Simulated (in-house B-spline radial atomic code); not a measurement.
Values are calculated unless marked as measured or tabulated.
# Correlation energy from the adiabatic connection: −Z/r, Z = 4, wall at 2 bohr

Two electrons in a singlet, external potential −Z/r, Z = 4, wall at 2 bohr (atomic units). Full CI in B-splines (partial waves to l = 8, correlation up to 0.6 % small) with the density held fixed gives W(λ) = <V_ee>_λ − U, and E_c is the integral of W(λ) − W(0) from 0 to 1.

| λ | W(λ) − W(0) (hartree) |
| --- | --- |
| 0 | 0.00000 |
| 0.02 | -0.00188 |
| 0.05 | -0.00468 |
| 0.12 | -0.01115 |
| 0.25 | -0.02293 |
| 0.4 | -0.03616 |
| 0.6 | -0.05321 |
| 0.8 | -0.06962 |
| 1 | -0.08542 |

**Question.** Integrate the table by the trapezoid rule.

**Answer.** The strips give -0.00002, -0.00010, -0.00055, -0.00222, -0.00443, -0.00894, -0.01228, -0.01550, which sum to -0.04404 hartree. The direct value, W(1) − W(0) + T_c with T_c = 0.04134, is -0.04408; the curve is convex, so chords lie above it and the trapezoids fall short in size by 0.09 %.

**Question.** Now use only three numbers: W(0) = -2.2812, the initial slope W'(0) = -0.09406 (extrapolated from the first points) and the strong-coupling limit of the point-charge-plus-continuum model, W∞ = -3.2275. What do second-order theory and the interpolation W(λ) = W∞ + (W(0) − W∞)/√(1 + 2χλ) of Seidl, Perdew and Levy give?

**Answer.** Second order keeps the slope alone: E_c = W'(0)/2 = -0.04703, +7 % in size against -0.04408. Matching the slope fixes χ = W'(0)/(W∞ − W(0)) = -0.09406/(-0.94630) = 0.09940. Integrating, with s = √(1 + 2χ) = 1.094895, E_c = −(W(0) − W∞)(s − 1)/(s + 1) = −0.94630 × 0.094895/2.094895 = -0.04287 hartree, -2.8 % in size against the full result. At λ = 1 the formula gives W − W(0) = -0.08202 against -0.08542. Part of the miss can come from the model's W∞.
